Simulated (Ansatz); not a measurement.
Input for Ansatz (a first-principles code): U-B3LYP/cc-pVTZ on As2, a point of a bond scan (R = 3.156 Å).

Ansatz 0.2 input:
```yaml
crystal:
  periodic: [false, false, false]
  atoms:
    - {symbol: As, position_ang: [-0.00000000, -0.00000000, -1.05206769]}
    - {symbol: As, position_ang: [0.00000000, 0.00000000, 2.10413538]}
basis:
  gaussian:
    orbitals: cc-pVTZ
hamiltonian:
  xc: {name: B3LYP}
magnetization: {spin_polarized: true, initial_magnetization: 0}
```

Output:

```
WARN ansatz: RAYON_NUM_THREADS=1 ignored (pool sized by the plan → 1); use --threads N
Functional definition: B3LYP
integrals: 0.03 GiB planned
565 factors; integrals over basis functions are off by at most 1.3e-3 eV
mean field: 0.47 GiB planned
mean field evaluation 1: about -121682.8879 eV, gradient 7.2e0 eV
mean field evaluation 2: about -121682.9528 eV, gradient 4.7e0 eV
mean field evaluation 4: about -121682.8415 eV, gradient 5.1e0 eV
mean field evaluation 8: about -121683.0207 eV, gradient 7.3e-3 eV
mean field evaluation 16: about -121683.1812 eV, gradient 1.0e0 eV
mean field evaluation 32: about -121683.5712 eV, gradient 9.6e-1 eV
mean field evaluation 64: about -121682.6360 eV, gradient 3.3e0 eV
mean field evaluation 96: about -121683.4410 eV, gradient 1.1e-1 eV
mean field -121684.37558850 eV, -4471.8183222454 hartree, gradient 2.5e-5 eV, S^2 2.036644; 12 other end points of the search recorded, 0 dependent functions left out
reference -121684.37579645 eV, -4471.8183298871 hartree; 33, 33 occupied and 53, 53 virtual orbitals, 565 factors
Total energy: -121684.37579645 eV, -4471.8183298871 hartree
```

The run converged. Its determinant has ⟨S²⟩ = 2.04, a mixture of spin states.

Cost: roughly 16 core-seconds.
